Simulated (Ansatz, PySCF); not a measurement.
Pulling on the Se4–H5 bond in CdH2OSe (SMILES [OH][Cd][SeH]) (multiplicity 1 held, fragments rigid). Energies count from the point at 1.473 Å.
Geometry at that point (charge 0, multiplicity 1):
```
atom    x (Å)    y (Å)    z (Å)
----  -------  -------  -------
Cd     0.4354  -0.5866  -0.1057
O      1.5014  -2.2292  -0.4538
H      2.3793  -2.1969  -0.0591
Se    -0.9919   1.3929   0.2152
H     -1.5669   0.8277   1.4481
```

Restricted levels (R-, RO-) in cc, def2 and unpolarised 6-31G sets keep to the state of the molecule at rest. Unrestricted levels (U-) break spin symmetry where that is lower. Levels need not reach the same state.

Correlated levels freeze the cores. Filled d and f shells under p-block atoms count as core. Rows in LANL2DZ carry no dispersion term and start afresh at each structure. LANL2DZ brings its own core potentials from Na on.

Programs: Ansatz (a program for electronic structure); PySCF for LANL2DZ rows. Values without a source in brackets are computed. In def2 rows elements past Kr take small-core potentials, without spin–orbit coupling.

**Question.** Give the energy at R = 4.714 Å at the level U-wB97X-V/def2-TZVPP.

**Answer.** 83.5 kcal/mol

**Question.** Predict the energy at R = 4.714 Å from U-B3LYP/LANL2DZ.

**Answer.** 76.0 kcal/mol

**Question.** Predict the energy at R = 4.714 Å from R-SCS-MP2/def2-TZVPP.

**Answer.** 91.0 kcal/mol

Doubts at one or more of the structures used: a spin-contaminated determinant (U-B3LYP/LANL2DZ, U-wB97X-V/def2-TZVPP); a restricted determinant that unrestricted orbitals would lower (R-SCS-MP2/def2-TZVPP).
